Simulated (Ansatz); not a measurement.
Start from `NC#CO` and change one atom or group to get `NC#[C][GeH3]`.

Ansatz, PBE0-D4/def2-TZVP geometries, multiplicity 1. Each molecule was computed in one conformer, which needn't be the lowest.

Scalar relativity is left out up to krypton.

```csv
property,`NC#CO`
"ideal-gas entropy at 298 K and 1 bar (rigid rotor, harmonic PBE0-D4/def2-TZVP) / J/(mol·K)",283
HOMO energy (PBE/def2-TZVPP) / eV,-4.83
LUMO energy (B3LYP/def2-TZVPP) / eV,0.33
HOMO–LUMO gap (B3LYP/def2-TZVPP) / eV,6.23
size of the dipole moment (PBE/def2-TZVPP) / D,0.74
LUMO energy (PBE/def2-TZVPP) / eV,-0.16
```

Q: Give the same properties after the change, and the shifts. (An estimate is asked.)

A: Computed: 
```csv
property,`NC#[C][GeH3]`,shift
"ideal-gas entropy at 298 K and 1 bar (rigid rotor, harmonic PBE0-D4/def2-TZVP) / J/(mol·K)",344,61
HOMO energy (PBE/def2-TZVPP) / eV,-5.30,-0.47
LUMO energy (B3LYP/def2-TZVPP) / eV,0.29,-0.04
HOMO–LUMO gap (B3LYP/def2-TZVPP) / eV,6.57,0.34
size of the dipole moment (PBE/def2-TZVPP) / D,2.44,1.70
LUMO energy (PBE/def2-TZVPP) / eV,-0.42,-0.26
```

With PBE0 the HOMO falls by 0.39 eV and the LUMO falls by 0.23 eV, so the gap widens by about 0.16 eV. PBE moves the HOMO by -0.47 eV and ωB97M-V by -0.33 eV. The zero-point energy changes by 23.7 kJ/mol with +6 modes. Dipoles are sizes alone; their direction can turn. Modes under 60 cm⁻¹, often nearly free rotors, make the harmonic entropy too high.

B3LYP here is the variant with VWN-RPA as its local correlation; programs differ in this.
